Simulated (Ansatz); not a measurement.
Harmonic frequencies (cm⁻¹) at PBE0-D4/def2-TZVP from Ansatz: 86, 103, 138, 152, 182, 230, 314, 432, 474, 516, 567, 728, 778, 844, 884, 911, 931, 938, 2147, 2209, 2219, 2231, 2239, 3914.

Each molecule was computed in one conformer, which needn't be the lowest.

Question: Which molecule is it?
A. `FC/C=C/[SiH3]`
B. `O[SiH]([SiH3])[TeH]`
C. `C1NCN1`
D. `CB(Cl)CBr`

Answer: B.
